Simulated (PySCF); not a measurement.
C6H14P2.
SMILES with atom numbers: `[PH2:1][P:2]1[CH2:3][CH2:4][CH2:5][CH2:6][CH2:7][CH2:8]1`

Definitions: NICS(0) = −σiso at the ring centroid; NICS(1) = −σiso and NICS(1)zz = −σzz at ±1 Å along the ring normal z. Level: GIAO PBE0/pcSseg-1 (PySCF, non-relativistic, gas phase) on the GFN2-xTB geometry, one conformer.

Ring bond lengths (Å), with Mayer bond orders in brackets: P2–C3 1.868 (0.93), C3–C4 1.525 (1.04), C4–C5 1.530 (1.04), C5–C6 1.534 (1.00), C6–C7 1.528 (1.05), C7–C8 1.528 (1.01), C8–P2 1.867 (0.93).

Question: Give the NICS values of each ring in ppm.

Answer: 
```
                ring                                             type  NICS(0)  NICS(1), two faces  NICS(1)zz, two faces  rms pucker (Å)  centre to ring atoms, mean (Å)
P2–C3–C4–C5–C6–C7–C8  7-membered ring with P; formal bonds all single     -3.6         -2.4 / -3.9             3.8 / 2.7            0.40                            1.72
```

Question: What do they say, and how far can they be read as aromaticity?

Answer: 
- P2–C3–C4–C5–C6–C7–C8: mean NICS(1)zz 3.3 ppm, deshielded. C3, C4, C5, C6, C7, C8 have four or more neighbours, so the value isn't read as a sign of a π ring current.

Question: What is the mean of the two in-plane components of NICS at the second NICS(1) probe listed for ring P2–C3–C4–C5–C6–C7–C8, 1 Å off the ring?

Answer: The isotropic value is a third of the trace: (3 × -3.9 − (2.7))/2 = -7.2 ppm.

Question: What are the shieldings of the ring atoms and their hydrogens in the same run (means over atoms taken as equivalent)?

Answer: 
| atoms | environment | σ isotropic (ppm) |
| --- | --- | --- |
| P2 | three-coordinate phosphorus | 406.6 |
| C3 (×2) | sp3 carbon bound to phosphorus | 149.3 |
| C4 (×2) | ring CH2 carbon | 154.8 |
| C5 (×2) | ring CH2 carbon | 156.7 |
| H on C3 (×4) | methylene hydrogen | 30.14 |
| H on C4 (×4) | methylene hydrogen | 29.91 |
| H on C5 (×4) | methylene hydrogen | 30.08 |
